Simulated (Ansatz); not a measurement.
Mulliken charges of AlFH4N2, SMILES `[NH2][Al]([NH2])[F]` from PBE/def2-TZVPP in Ansatz (PBE0-D4/def2-TZVP geometry).

```
atom   x (Å)   y (Å)   z (Å)  charge (e)
  N1  -0.654   1.397  -0.273      -0.412
 Al2  -0.191  -0.292  -0.426       0.596
  N3   0.887  -1.117   0.692      -0.412
  F4  -0.803  -1.154  -1.694      -0.341
  H5  -1.270   1.870  -0.912       0.148
  H6  -0.350   2.025   0.452       0.136
  H7   1.322  -0.703   1.499       0.136
  H8   1.152  -2.083   0.606       0.148
```

Task: By hand: the dipole of these point charges (1 e Å = 4.8032 D).

Result: Σ q r = (0.179, 0.252, 0.371) e Å, of length 0.483 e Å = 2.32 D.

Task: How does the dipole of the full density compare? (Best estimate.)

Result: The calculation gave: (0.180, 0.254, 0.373) e Å, 2.33 D; the point charges give 1.00 times that, at 0° from its direction.

Point charges leave out the atoms' own dipoles, such as those of lone pairs, and Mulliken's split depends on the basis, so the close match here is no proof of good charges.
